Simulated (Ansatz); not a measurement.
Program: Ansatz. Geometries: PBE0-D4/def2-TZVP. ΔE: electronic, gas phase. CCSD(T)/CBS is the MP2 limit (def2-TZVPP, def2-QZVPP) plus CCSD(T) − MP2 in def2-TZVPP, frozen cores. This one scheme is used for every species. For Br outer-core shells are correlated without core-valence functions, which leaves a few kJ/mol of doubt a bond. Scalar relativity is left out up to krypton. One conformer a species, not always the lowest.

Reaction (substitution at a C–O bond): `CO[SiH](Br)OC` + `N[Si]O` → `CO[Si]N` + `CO[SiH](O)Br`

`CO[SiH](Br)OC`:

Z-matrix (Å, degrees):
```
C
O 1 1.411
H 1 1.094 2 111.0
H 1 1.090 2 107.8 3 -119.2
H 1 1.095 2 111.5 3 121.6
Si 2 1.616 1 125.5 3 -63.3
O 6 1.616 2 105.6 1 175.8
Br 6 2.230 2 110.4 1 56.5
H 6 1.480 2 112.5 1 -61.1
C 7 1.411 6 125.5 2 -175.9
H 10 1.094 7 111.0 6 63.3
H 10 1.090 7 107.8 6 -177.5
H 10 1.095 7 111.5 6 -58.3
```

`N[Si]O`:

```xyz
6

N    -0.684    0.443    0.445
Si    1.022    0.582    0.324
O     1.415   -0.651   -0.709
H    -1.205    1.084    1.024
H    -1.291   -0.227   -0.006
H     0.744   -1.231   -1.079
```

`CO[Si]N`:

```xyz
9

C    -1.407    0.972   -0.016
O    -0.194    0.301    0.224
Si    0.404   -0.867   -0.793
N     1.825   -1.214    0.084
H    -2.093    0.802    0.818
H    -1.892    0.631   -0.940
H    -1.222    2.046   -0.099
H     2.488   -1.906   -0.225
H     2.090   -0.764    0.947
```

`CO[SiH](O)Br`:

```xyz
10

C     0.699    0.439    1.429
O     0.630    0.377    0.020
Si   -0.651   -0.074   -0.868
O    -0.216   -0.174   -2.426
Br   -1.365   -2.043   -0.104
H    -0.002    1.179    1.828
H     0.479   -0.535    1.877
H     1.713    0.735    1.702
H    -1.777    0.872   -0.790
H     0.490   -0.776   -2.667
```

| species | CCSD(T)/CBS(def2) energy (Eh) |
| --- | --- |
| `CO[SiH](Br)OC` | -3093.18622 |
| `N[Si]O` | -420.80918 |
| `CO[Si]N` | -460.05109 |
| `CO[SiH](O)Br` | -3053.94794 |

(1) Work out ΔE.

Largest T1 diagnostic among the species: 0.014.

Results:

(1) ΔE = (-460.05109) + (-3053.94794) − (-3093.18622) − (-420.80918) = -0.00363 Eh = -9.5 kJ/mol.
